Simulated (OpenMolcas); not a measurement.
## V4+ in Cs2ZrCl6: curves along the breathing mode

V4+ with its 6 nearest chloride ions, on the Zr site of Cs2ZrCl6 (a = 10.407 Å, distance in the model lattice 2.446 Å). The rest of the host is ab initio model potentials to 7.6 Å and point charges beyond; the distance is set by hand and nothing relaxes. Ligand basis ANO-RCC-VDZP.

```json
{
 "Program": "OpenMolcas",
 "Method": "SS-CASPT2, IPEA 0.25 Eh, imaginary shift 0.1 Eh (closed shells correlated: 3s 3p and the ligand valence shells)",
 "Basis": "ANO-RCC-VDZP [5s4p2d1f]",
 "Scalar Hamiltonian": "DKH2, point nucleus",
 "Active space": "1 electron in 5 orbitals (3d)",
 "State averaging": "2S+1 = 2 even, 5 roots",
 "Spin-orbit coupling": "RASSI with atomic mean-field integrals over the reference wave functions"
}
```

Spin-free energies (labels of O, the rotations of Oh) in cm-1 above the lowest fitted minimum, as all ligands move together:

| R (Å) | 2T2 | 2E |
| --- | --- | --- |
| 2.22 | 350 | 25830 |
| 2.272 | 180 | 24390 |
| 2.325 | 2470 | 25320 |
| 2.377 | 6070 | 28120 |
| 2.429 | 11190 | 32410 |
| 2.482 | 17270 | 38000 |
| 2.534 | 23600 | 44400 |

Cubic fits give the following; the wavenumber is harmonic, with the mass of all moving ligands, small differences in it between states hang on the degree of the fit, a number in brackets counts states of one label, and the table is a selection of at most 14 states with clean curves.

```tsv
State	R0 (Å)	Breathing mode (cm-1)	Minimum (cm-1)
2T2	2.247	369	0
2E	2.277	360	24410
```

The minimum of 2E is shifted by +0.0296 Å against 2T2 (from the unrounded fits). With M = 212.7 u for the moving shell, the Huang-Rhys factor in this mode is S = M ω ΔR² / 2ħ = 0.01483 × 212.7 × 369 × 0.0296² = 1.02. Only the first shell moves, against a rigid host.

Roots that are degenerate in the reference are averaged as groups; the widest CASPT2 spread within a group is 290 cm-1 (the 3-fold group of multiplicity 2 near 0 cm-1 above the lowest state of its run, R = 2.534). Shifts and gaps below about the spread of the groups concerned are not significant. Over all roots computed the reference weight is 0.65 to 0.66 in R = 2.22, 0.65 in R = 2.272, 0.65 in R = 2.325, 0.64 to 0.65 in R = 2.377, 0.64 to 0.65 in R = 2.429, 0.64 in R = 2.482, 0.63 to 0.64 in R = 2.534; a low but even weight reflects the number of correlated electrons. An orbital triplet at a regular site is open to Jahn-Teller coupling, which can distort the site and quench the lowest spin-orbit gaps and is left out. Ligand-to-metal charge-transfer states are missing. With one d shell and no ligand orbital active, 10Dq can be off by a tenth or more. The least metal-like active orbital is 73 % on the metal (Löwdin) and no ligand orbital is active, so the numbers are rough (holds for R = 2.22; R = 2.272; R = 2.325; R = 2.429; R = 2.482; R = 2.534). The least metal-like active orbital is 74 % on the metal (Löwdin) and no ligand orbital is active, so the numbers are rough (holds for R = 2.377). No measured value stands beside these numbers.
